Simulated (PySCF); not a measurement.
TeH₆: one-bond stretch

Computed with PySCF, PBE0, basis Te def2-TZVP with ECP28, H def2-TZVP (scalar-relativistic core potentials, no spin–orbit coupling, density fitting).

Rigid scan from the singlet minimum (Te–H 1.733 Å (×6); H–Te–H 90.0° (×12), H–Te–H 180.0° (×3)). Coordinate: the bond from Te to the last atom (H) scaled, the rest fixed. Energies in kJ/mol from the minimum.

```csv
scale of one bond,E (kJ/mol),dipole size (D)
0.92,13.9,0.34
0.96,3.1,0.18
1.00,0.0,0.00
1.05,3.9,0.24
1.12,18.8,0.61
1.20,43.6,1.07
1.35,98.4,1.94
1.55,170.0,–
1.80,243.6,–
2.20,321.4,–
```

At long bonds a restricted determinant can lie too high, and another spin state can fall below this curve.

Other isomers or separated fragments may lie lower.

The scan took 13 s on 2 threads of a shared Arm Neoverse V2 host; the process peaked at 1.4 GiB. Launch command: `OMP_NUM_THREADS=2 python axn.py task.json out`.
